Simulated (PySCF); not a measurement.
Method: B3LYP-D3(BJ)/def2-TZVP (PySCF 2.14.0). Gas-phase values, no solvent. One relaxed conformer stands for a flexible species; it need not be the lowest. B3LYP has the VWN-RPA correlation part, as in Gaussian. Delta-SCF ions had no search for a lower state. 

Reference species (SMILES): `C=C(C#N)C[SiH3]` (neutral, multiplicity 1).

```yaml
vertical ionisation energy (Delta-SCF): 9.76 eV
LUMO: -1.70 eV
```

Changed species: `C/C(C#N)=C\[SiH3]`.

**Question.** Predict the effect on the vertical ionisation energy (Delta-SCF) and LUMO.

**Answer.** the vertical ionisation energy (Delta-SCF) rises by 0.18 eV, to 9.94 eV; the LUMO falls by 0.36 eV, to -2.06 eV.
